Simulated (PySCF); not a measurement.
Computed with PBE-D3(BJ)/def2-TZVP // r2SCAN-D4/def2-SVP (PySCF). Isolated molecules, 0 K electronic values unless said otherwise. One relaxed conformer stands for a flexible species; it need not be the lowest. 

Reference species: [Nb(F)2(OH)3] (neutral, multiplicity 1).

```json
{
 "coordination_number": "5",
 "mean_distance_from_the_central_atom_to_its_bonded_neighbours": "1.892 Å",
 "HOMO": "-7.67 eV"
}
```

Changed species: [Nb(F)5] (0 of 5 F replaced by OH; the reference has 3 of 5 F replaced by OH).

Problem. What does the change do to the coordination number, mean distance from the central atom to its bonded neighbours and HOMO?

Solution. the coordination number is nearly the same; the mean distance from the central atom to its bonded neighbours falls by 0.039 Å, to 1.853 Å; the HOMO falls by 2.54 eV, to -10.21 eV.
